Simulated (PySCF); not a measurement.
# From computed data to an observable: oscillator strength and radiative lifetime

H7Si3, SMILES [SiH3][SiH][SiH3] (connectivity only; charge and spin as stated), charge +1, multiplicity 1.

Geometry: TPSSh-D3(BJ)/def2-SVP. The multiplicity is an assumed one; other spin states were not compared. The isomer is the one that the SMILES or the coordinates give; other isomers of the formula were not compared.

TDA-M06-2X/def2-SVPD (PySCF) puts the first singlet state with f over 0.02 at 5.56 eV (vertical), with the transition dipole (-0.794, 0.094, -0.117) in atomic units.

Find the oscillator strength, the wavelength and the radiative lifetime that this transition would have in vacuum if emission retraced absorption.


|μ|² = 0.6530 au, so |μ| = 2.05 D. ΔE = 5.56/27.211 = 0.2043 hartree. f = (2/3) ΔE |μ|² = 0.089 (the program prints 0.089).
λ = 1239.84/5.56 = 223 nm; ν = 44844 cm⁻¹.
Einstein's coefficient A = 0.6670 ν² f s⁻¹ (ν in cm⁻¹) = 1.2e8 s⁻¹, so τ = 1/A = 8.4 ns. This state is S4; the lower singlets have f = 0.000, 0.004, 0.002. The figure is the radiative limit of this one transition; relaxation, internal conversion, crossing to triplets and a medium change what is measured.
